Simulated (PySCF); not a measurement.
# Atomic charges by several schemes

Species: C₆H₇F₃O₃.
Z-matrix (Å and degrees, GFN2-xTB geometry), rows numbered from 1:
```
C 
C   1  1.4896
C   2  1.5157  1  114.41
O   3  1.4007  2  110.85  1    74.22
C   2  1.3337  1  123.68  3   177.70
O   5  1.3986  2  125.18  1  -179.99
C   6  1.3296  5  119.44  2    63.70
O   7  1.1937  6  126.95  5    -2.62
C   5  1.5143  2  123.53  1     1.82
F   9  1.3327  5  111.97  2   175.01
F   9  1.3431  5  112.35  2    54.66
F   9  1.3458  5  112.57  2   -64.89
H   1  1.0900  2  109.17  3    80.02
H   1  1.0846  2  113.37  3  -158.77
H   1  1.0886  2  108.29  3   -37.22
H   3  1.0990  2  111.01  1  -161.27
H   3  1.0936  2  108.79  1   -41.99
H   4  0.9706  3  108.55  2    65.11
H   7  1.1000  6  108.01  5   177.66
```

Density: PBE0/pcSseg-1 (PySCF); schemes: Mulliken, IAO, Hirshfeld and ESP-fitted. One conformer (not necessarily the lowest) at the GFN2-xTB geometry, without solvent, vibrations or thermal averaging.

Question: What partial charge does each atom carry?

Answer: In e:

```tsv
atom	environment	Mulliken	IAO	Hirshfeld	ESP-fitted
C1	allylic carbon	-0.137	-0.431	-0.118	-0.461
C2	fully substituted alkene carbon	-0.378	+0.026	+0.014	-0.076
C3	carbinol carbon (C–OH)	+0.166	-0.049	-0.001	+0.095
O4	alcohol oxygen	-0.453	-0.545	-0.228	-0.603
C5	vinylic carbon bearing oxygen	+0.108	+0.078	+0.018	+0.141
O6	ester single-bonded oxygen	-0.447	-0.302	-0.087	-0.412
C7	ester carbonyl carbon	+0.441	+0.412	+0.197	+0.676
O8	ester carbonyl oxygen	-0.418	-0.432	-0.212	-0.538
C9	CF3 carbon	+0.871	+0.794	+0.255	+0.668
F10	fluorine of a CF3 group	-0.258	-0.267	-0.092	-0.207
F11	fluorine of a CF3 group	-0.269	-0.280	-0.088	-0.230
F12	fluorine of a CF3 group	-0.268	-0.280	-0.090	-0.210
H13	methyl hydrogen	+0.145	+0.164	+0.054	+0.158
H14	methyl hydrogen	+0.141	+0.162	+0.036	+0.147
H15	methyl hydrogen	+0.147	+0.171	+0.055	+0.193
H16	methylene hydrogen	+0.113	+0.122	+0.028	+0.040
H17	methylene hydrogen	+0.128	+0.157	+0.053	+0.136
H18	hydroxyl hydrogen	+0.251	+0.355	+0.130	+0.449
H19	formyl hydrogen	+0.118	+0.145	+0.075	+0.036
```

Mean size of the charges over all atoms: ESP-fitted 0.288 e, Mulliken 0.277 e, IAO 0.272 e, Hirshfeld 0.096 e. Each set sums to the total charge, 0, to within 0.001 e. The Hirshfeld scheme divides the density at each point in proportion to the densities of the neutral, spherically averaged free atoms.

Lowest charge. All schemes agree: Mulliken O4 (-0.453); IAO O4 (-0.545); Hirshfeld O4 (-0.228); ESP-fitted O4 (-0.603).

Highest charge. The schemes don't all agree: Mulliken C9 (+0.871); IAO C9 (+0.794); Hirshfeld C9 (+0.255); ESP-fitted C7 (+0.676).

Question: Sum the charges by element.

Answer: 
```csv
element,atoms,Mulliken,IAO,Hirshfeld,ESP-fitted
C,6,+1.070,+0.830,+0.364,+1.042
O,3,-1.318,-1.280,-0.526,-1.553
F,3,-0.795,-0.826,-0.270,-0.647
H,7,+1.044,+1.276,+0.432,+1.158
```

Question: How many electrons does the Hirshfeld scheme count on C9?

Answer: Z − q = 6 − (+0.255) = 5.745.

Question: How closely do the schemes follow one another over all atoms?

Answer: Correlation coefficient and root-mean-square difference: IAO with Hirshfeld 0.98, 0.212 e; Hirshfeld with ESP-fitted 0.97, 0.241 e; IAO with ESP-fitted 0.96, 0.099 e; Mulliken with IAO 0.92, 0.135 e; Mulliken with ESP-fitted 0.91, 0.145 e; Mulliken with Hirshfeld 0.90, 0.230 e.
